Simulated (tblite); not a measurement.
Compound: C₆H₈NPS.
Z-matrix (Å and degrees, GFN2-xTB geometry), rows numbered from 1:
```
C 
S   1  1.8113
C   2  1.7652  1  100.64
C   3  1.3868  2  117.19  1  -179.92
P   4  1.7271  3  122.82  2  -179.99
C   5  1.7343  4   99.12  3    -0.05
C   6  1.3856  5  124.42  4     0.01
C   7  1.5003  6  119.54  5   179.99
N   3  1.3194  2  115.62  1     0.03
H   1  1.0849  2  108.93  3    60.21
H   1  1.0849  2  108.94  3   -60.18
H   1  1.0850  2  106.63  3  -179.99
H   4  1.0813  3  118.20  2    -0.03
H   6  1.0824  5  117.48  4  -179.97
H   8  1.0862  7  109.87  6   179.89
H   8  1.0888  7  110.10  6   -59.66
H   8  1.0887  7  110.10  6    59.46
```

Calculated harmonic vibrations of the isolated species, GFN2-xTB (tblite), most abundant isotopes, no scaling. Against measured fundamentals such values can be off by several per cent, at times by over 20. One conformer, not necessarily the lowest.

Harmonic wavenumbers (cm⁻¹): 60.5, 65.0, 97.6, 126.4, 149.0, 180.8, 252.6, 271.3, 322.8, 408.9, 444.5, 506.9, 527.1, 640.3, 738.2, 774.8, 811.4, 834.7, 895.1, 916.4, 950.1, 951.7, 986.2, 1018.1, 1027.7, 1121.9, 1177.2, 1297.4, 1309.2, 1350.9, 1388.9, 1427.3, 1437.6, 1441.6, 1470.5, 1474.8, 1523.9, 3013.2, 3022.2, 3043.6, 3047.7, 3049.3, 3058.7, 3060.2, 3063.1.

A = 1821, B = 932.9, C = 621.6 MHz; mass 157.012 u (most abundant isotopes); point group Cs, symmetry number 1.

Problem. Zero-point energy?

Solution. Half the sum of the wavenumbers: 27369 cm⁻¹ = 327.40 kJ/mol.

Problem. Give the ideal-gas entropy at 500 K and 1 bar in the rigid-rotor, harmonic-oscillator model (classical rotation).

Solution. Translation 182.66, rotation 132.38, vibration 208.24: S = 523.3 J/(mol K).

Problem. And Cp and H(500 K) − H(0)?

Solution. Cp = 227.45 J/(mol K), of which vibrations give 194.20 (their classical limit is 45 R = 374.2); H(500 K) − H(0) = 68.97 kJ/mol without the zero-point energy, 52.34 from vibrations.

Problem. What must be added to the electronic energy to get the Gibbs energy at 500 K and 1 bar?

Solution. ZPE + [H(500 K) − H(0)] − T·S = 327.40 + 68.97 − 261.64 = 134.73 kJ/mol.

Problem. Blend soft modes into free rotors: weight 1/[1 + (100 cm⁻¹/ν̃)⁴] for the oscillator and the rest for a rotor with moment μB/(μ + B), μ = h/(8π²ν), B = 10⁻⁴⁴ kg m². What vibrational entropy results?

Solution. 192.73 J/(mol K) in place of 208.24, which changes −T·S at 500 K by +7.75 kJ/mol.

Problem. Which modes carry the vibrational entropy at 500 K?

Solution. 60.5 cm⁻¹: 22.86; 65.0 cm⁻¹: 22.27; 97.6 cm⁻¹: 18.90; 126.4 cm⁻¹: 16.77; 149.0 cm⁻¹: 15.42; 180.8 cm⁻¹: 13.84 J/(mol K); the other 39 give 98.18 together.

Problem. How do the functions run with temperature in this model?

Solution. 
```tsv
T (K)	S (J/(mol K))	Cp (J/(mol K))	H − H(0) (kJ/mol)	G − H(0) (kJ/mol)	ln q(vib)
50	251.4	57.6	2.11	-10.46	0.47
100	299.4	82.4	5.65	-24.29	1.76
298.15	423.9	159.0	29.57	-96.82	7.23
373.15	462.7	187.1	42.57	-130.08	9.21
750	626.7	281.9	133.20	-336.84	18.50
1000	712.9	316.2	208.27	-504.60	24.02
```

q(vib) and H(0) count from the zero-point level.

Hindered rotation and anharmonicity are outside this model. Other conformers, if any are populated, would add a mixing term that is left out.

Hardware: one thread of an Intel Xeon 6975P-C, shared host. Cost: 0.57 s. This covers the Hessian and the dipole derivatives.
